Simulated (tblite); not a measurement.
C₇H₄OS₂.
Numbering: `[O:1]=[CH:2][c:3]1[cH:4][c:5]2[s:6][cH:7][cH:8][c:9]2[s:10]1` (hydrogens: H11 on C2; H12 on C4; H13 on C7; H14 on C8)

Computed geometry: GFN2-xTB, gas phase.

Problem. Give the optimised bond lengths and angles.

Solution. 
| bond | length (Å) | order |
| --- | --- | --- |
| O1=C2 | 1.207 | double |
| C2–C3 | 1.442 | single |
| C3–C4 | 1.378 | aromatic |
| C4–C5 | 1.396 | aromatic |
| C5–S6 | 1.731 | aromatic |
| S6–C7 | 1.729 | aromatic |
| C7–C8 | 1.358 | aromatic |
| C8–C9 | 1.409 | aromatic |
| C9–S10 | 1.720 | aromatic |
| C3–S10 | 1.752 | aromatic |
| C5–C9 | 1.399 | aromatic |
| C2–H11 | 1.109 | single |
| C4–H12 | 1.075 | single |
| C7–H13 | 1.072 | single |
| C8–H14 | 1.074 | single |

Orders are formal, as drawn. A selection of angles:
| angle | degrees |
| --- | --- |
| O1–C2–C3 | 125.6 |
| O1–C2–H11 | 121.5 |
| C3–C2–H11 | 112.8 |
| C2–C3–C4 | 127.3 |
| C2–C3–S10 | 119.8 |
| C4–C3–S10 | 112.9 |
| C3–C4–C5 | 111.4 |
| C3–C4–H12 | 123.7 |
| C5–C4–H12 | 124.9 |
| C4–C5–S6 | 135.2 |
| C4–C5–C9 | 113.8 |
| S6–C5–C9 | 111.0 |
| C5–S6–C7 | 90.3 |
| S6–C7–C8 | 114.1 |
| S6–C7–H13 | 118.5 |
| C8–C7–H13 | 127.4 |
| C7–C8–C9 | 111.1 |
| C7–C8–H14 | 124.4 |
| C9–C8–H14 | 124.5 |
| C8–C9–S10 | 134.9 |
| C5–C9–C8 | 113.4 |
| C5–C9–S10 | 111.7 |
| C3–S10–C9 | 90.3 |

Dihedral angles: O1–C2–C3–C4 180° (antiperiplanar).

The 5-membered ring C3–C4–C5–C9–S10 has internal angles of 90.3° to 113.8° (sum 540°, against 540° for a flat polygon); it is planar, 0.00 Å rms from its mean plane, widest ring torsion 0°. The 10 heavy atoms lie in one plane (0.000 Å rms). The 5-membered ring C5–S6–C7–C8–C9 has internal angles of 90.3° to 114.1° (sum 540°, against 540° for a flat polygon); it is planar, 0.00 Å rms from its mean plane, widest ring torsion 0°. The C–C distances run from 1.358 Å (C7–C8, aromatic) to 1.442 Å (C2–C3, drawn single), a spread of 0.084 Å. S6 (thiophene-type sulfur) is bent (angle 90.3°). The 4 C–S bonds span 1.720 Å (C9–S10, aromatic) to 1.752 Å (C3–S10, aromatic), a spread of 0.032 Å.

Point group: Cs (every atom within 0.08 Å of its image). Its GFN2-xTB frequencies are all real (lowest 79 cm⁻¹). One conformer, not necessarily the lowest.
